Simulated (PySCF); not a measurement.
SMILES OB(O)[SiH2][SiH2]F, GFN2-xTB optimised geometry.

```
12

O      1.56    -1.34     0.00
B      0.20    -1.34     0.00
O     -0.41    -2.54     0.00
Si    -0.95     0.28     0.00
Si     0.28     2.20    -0.36
F      1.84     1.71    -0.19
H      2.03    -0.50    -0.01
H      0.18    -3.30     0.00
H     -1.70     0.47     1.26
H     -2.03     0.26    -1.01
H      0.24     3.30     0.61
H      0.33     2.81    -1.69
```

Density from PySCF with CAM-B3LYP/def2-TZVP at that geometry.

Minimum of the electron density along straight lines between bonded atoms, close to the bond critical point (lines longer than 1.1 times the sum of covalent radii, or with two minima, are not listed):

```json
[
 {"bond": "O1–B2", "length / Å": "1.358", "ρ at the minimum / e bohr⁻³": "0.211", "∇²ρ there / e bohr⁻⁵": "0.93", "position (fraction from the first atom)": "0.67"},
 {"bond": "B2–O3", "length / Å": "1.350", "ρ at the minimum / e bohr⁻³": "0.217", "∇²ρ there / e bohr⁻⁵": "0.98", "position (fraction from the first atom)": "0.33"},
 {"bond": "B2–Si4", "length / Å": "1.986", "ρ at the minimum / e bohr⁻³": "0.118", "∇²ρ there / e bohr⁻⁵": "-0.05", "position (fraction from the first atom)": "0.61"},
 {"bond": "Si4–Si5", "length / Å": "2.318", "ρ at the minimum / e bohr⁻³": "0.098", "∇²ρ there / e bohr⁻⁵": "-0.14", "position (fraction from the first atom)": "0.36"},
 {"bond": "Si5–F6", "length / Å": "1.640", "ρ at the minimum / e bohr⁻³": "0.124", "∇²ρ there / e bohr⁻⁵": "0.83", "position (fraction from the first atom)": "0.42"},
 {"bond": "O1–H7", "length / Å": "0.957", "ρ at the minimum / e bohr⁻³": "0.359", "∇²ρ there / e bohr⁻⁵": "-2.53", "position (fraction from the first atom)": "0.82"},
 {"bond": "O3–H8", "length / Å": "0.960", "ρ at the minimum / e bohr⁻³": "0.357", "∇²ρ there / e bohr⁻⁵": "-2.46", "position (fraction from the first atom)": "0.81"},
 {"bond": "Si4–H9", "length / Å": "1.477", "ρ at the minimum / e bohr⁻³": "0.120", "∇²ρ there / e bohr⁻⁵": "0.18", "position (fraction from the first atom)": "0.49"},
 {"bond": "Si4–H10", "length / Å": "1.474", "ρ at the minimum / e bohr⁻³": "0.121", "∇²ρ there / e bohr⁻⁵": "0.17", "position (fraction from the first atom)": "0.49"},
 {"bond": "Si5–H11", "length / Å": "1.460", "ρ at the minimum / e bohr⁻³": "0.128", "∇²ρ there / e bohr⁻⁵": "0.17", "position (fraction from the first atom)": "0.49"},
 {"bond": "Si5–H12", "length / Å": "1.462", "ρ at the minimum / e bohr⁻³": "0.128", "∇²ρ there / e bohr⁻⁵": "0.16", "position (fraction from the first atom)": "0.49"}
]
```
